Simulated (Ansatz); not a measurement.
C₃H₉Sb⁺, that is SbMe3 with one electron fewer. The state is a doublet with charge 1. Geometry PBE0-D4/def2-SVP; atoms count from 1.

```xyz
13

Sb   -0.210    0.464   -0.543
C    -1.013   -1.473   -0.913
H    -2.109   -1.410   -0.941
H    -0.687   -2.123   -0.086
H    -0.626   -1.847   -1.870
C    -0.930    1.184    1.327
H    -0.595    0.474    2.100
H    -2.027    1.229    1.298
H    -0.510    2.181    1.516
C     1.916    0.349   -0.485
H     2.326    1.346   -0.277
H     2.284   -0.023   -1.450
H     2.182   -0.351    0.323
```

In the def2 sets Sb takes a core potential; there is no spin–orbit coupling.

(1) Estimate the Mulliken populations from the PBE0/def2-TZVP orbitals of Ansatz.

(2) Where does the spin sit?

(3) And the Mayer bond orders between bonded heavy atoms (over 0.3)?

Answers

(1) 
```csv
atom,charge (e),spin (α − β)
Sb1,0.81,0.78
C2,-0.53,0.06
H3,0.20,0.00
H4,0.19,0.02
H5,0.20,0.00
C6,-0.53,0.06
H7,0.19,0.02
H8,0.20,0.00
H9,0.20,0.00
C10,-0.53,0.06
H11,0.20,0.00
H12,0.20,0.00
H13,0.19,0.02
```
Mulliken values and Mayer orders depend strongly on the basis.

(2) Summed by element: Sb 0.78, C 0.17, H 0.05, of 1 unpaired in all. Largest on single atoms: Sb1 0.78, C2 0.06, C6 0.06.

(3) Sb1–C2 0.98 (2.13 Å); Sb1–C6 0.98 (2.13 Å); Sb1–C10 0.98 (2.13 Å).
